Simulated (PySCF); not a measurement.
## Mo (molybdenum, neutral) across methods

[Kr] 4d5 5p1, high-spin 7P determinant (an excited configuration). Computed with PySCF 2.14 in cc-pVTZ-PP with ECP28MDF, with a scalar-relativistic core potential. The B2PLYP total includes its PT2 part (frozen core); its orbital energies are those of the SCF part.

| method | E (hartree) | mean ε 4p β (eV) | mean ε 4d α (eV) | mean ε 5p α (eV) | Σ⟨r²⟩ (bohr²) | ⟨S²⟩ |
| --- | --- | --- | --- | --- | --- | --- |
| PBE0 | -67.7579 | -39.631 | -7.133 | -2.485 | 63.51 | 12.001 |
| revPBE | -67.8114 | -37.536 | -5.729 | -2.067 | 63.26 | 12.001 |
| r2SCAN | -67.7967 | -38.271 | -6.109 | -2.128 | 62.59 | 12.001 |
| B2PLYP | -67.5817 | -41.745 | -8.373 | -2.751 | 64.74 | 12.000 |
| UHF | -67.23937 | -45.112 | -10.918 | -3.592 | 65.22 | 12.002 |
| LDA | -67.5956 | -37.701 | -5.935 | -2.220 | 62.67 | 12.000 |
| r2SCAN0 | -67.7669 | -40.098 | -7.399 | -2.546 | 62.79 | 12.001 |
| PBEsol | -67.6545 | -37.511 | -5.795 | -2.109 | 62.77 | 12.000 |
| PBE | -67.7718 | -37.560 | -5.787 | -2.099 | 63.22 | 12.000 |

Energies and moments cover only the electrons outside the core potential.
